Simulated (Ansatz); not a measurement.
These are Ansatz (a quantum-chemistry and plane-wave program) with frozen-core CCSD(T)/cc-pVDZ // B3LYP-D3(BJ)/def2-SVP values and carry that method's errors. The restricted HF reference is unstable towards unrestricted orbitals.

Ansatz 0.2 input:
```yaml
crystal:
  periodic: [false, false, false]
  atoms:
    - { symbol: B, position_ang: [-1.314719, 2.39215, 0.073206] }
    - { symbol: C, position_ang: [-1.081953, 0.872541, 0.024551] }
    - { symbol: C, position_ang: [-2.203358, 0.037736, -0.011328] }
    - { symbol: C, position_ang: [-2.101205, -1.369372, -0.061443] }
    - { symbol: C, position_ang: [-0.858429, -1.965965, -0.075992] }
    - { symbol: C, position_ang: [0.328546, -1.181642, -0.040263] }
    - { symbol: N, position_ang: [1.520607, -1.839118, -0.055773] }
    - { symbol: C, position_ang: [2.623771, -1.126457, -0.022094] }
    - { symbol: C, position_ang: [2.639941, 0.290511, 0.029123] }
    - { symbol: C, position_ang: [1.442481, 0.971441, 0.044914] }
    - { symbol: C, position_ang: [0.221518, 0.24734, 0.010289] }
    - { symbol: H, position_ang: [-2.448721, 2.805375, 0.085108] }
    - { symbol: H, position_ang: [-0.416198, 3.195244, 0.098928] }
    - { symbol: H, position_ang: [-3.195227, 0.496124, -0.000392] }
    - { symbol: H, position_ang: [-3.006123, -1.980764, -0.088608] }
    - { symbol: H, position_ang: [-0.73557, -3.050119, -0.114626] }
    - { symbol: H, position_ang: [3.571547, -1.67913, -0.035317] }
    - { symbol: H, position_ang: [3.592867, 0.82343, 0.055465] }
    - { symbol: H, position_ang: [1.420229, 2.060671, 0.084249] }
basis:
  gaussian: { orbitals: cc-pVDZ }
correlation:
  method: ccsd_t
```

Output:

```
Functional definition: HF
1802 factors; integrals over basis functions are off by at most 1.1e-3 eV
mean field evaluation 1: about -11549.4423 eV, gradient 3.8e1 eV
mean field evaluation 2: about -11549.9849 eV, gradient 3.8e1 eV
mean field evaluation 4: about -11554.7845 eV, gradient 5.9e0 eV
mean field evaluation 8: about -11554.8813 eV, gradient 2.0e-1 eV
mean field evaluation 16: about -11553.8162 eV, gradient 1.3e1 eV
mean field -11554.88173936 eV, -424.6340717412 hartree, gradient 1.6e-6 eV, S^2 0.000000; 0 other end points of the search recorded, 0 dependent functions left out; unrestricted orbitals would lower it
11 core orbitals not correlated
reference -11554.88173936 eV, -424.6340717412 hartree; 26, 26 occupied and 157, 157 virtual orbitals, 1802 factors
second order -38.13015202 eV of doubles, -0.00000000 eV of singles
cycle   1  -38.13262599 eV  change   -2.5e-3 eV  update   1.6e-1
cycle   2  -39.30597610 eV  change    -1.2e0 eV  update   5.3e-2
cycle   3  -39.57512683 eV  change   -2.7e-1 eV  update   2.2e-2
cycle   4  -39.57559428 eV  change   -4.7e-4 eV  update   6.7e-3
cycle   5  -39.57801247 eV  change   -2.4e-3 eV  update   3.1e-3
cycle   6  -39.57931992 eV  change   -1.3e-3 eV  update   9.4e-4
cycle   7  -39.57908220 eV  change    2.4e-4 eV  update   4.0e-4
cycle   8  -39.57901621 eV  change    6.6e-5 eV  update   1.6e-4
cycle   9  -39.57907073 eV  change   -5.5e-5 eV  update   7.0e-5
cycle  10  -39.57905693 eV  change    1.4e-5 eV  update   3.0e-5
perturbative correction -1.87588479 eV, -0.0689374946 hartree
Total energy: -11596.33668108 eV, -426.1575127504 hartree
```

Cost: around 11 core-minutes (rough).
